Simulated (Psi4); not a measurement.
Pair of molecules: CH4 (SMILES C) (first 5 atoms) with C3H6 (SMILES C=CC); geometry from B3LYP-D3(BJ)/def2-TZVP, rigid monomers moved along the line of their centres of mass till H5···C7 is 5.48 Å.
(charge 0, multiplicity 1):
```xyz
14

C     -0.15336     0.00770     0.50165
H     -1.19014    -0.28098     0.67118
H      0.23126    -0.51925    -0.37071
H     -0.10187     1.08185     0.32643
H      0.44208    -0.24752     1.37655
C      1.08931    -1.00574     6.75632
C      0.70266     0.26182     6.82260
C     -0.67235     0.76043     6.51221
H      0.40317    -1.79237     6.46223
H      2.10272    -1.30373     6.99247
H      1.42745     1.01511     7.12079
H     -0.64945     1.48642     5.69469
H     -1.33691    -0.05499     6.22438
H     -1.10767     1.27155     7.37565
```

Calculation: SAPT0/jun-cc-pV(D+d)Z (Psi4 1.11).

Which attractive term is largest, and how does the interaction split up?

electrostatics -0.01, exchange 0.00, induction 0.00, dispersion -0.06, total -0.07 kcal/mol; the largest attraction is dispersion.
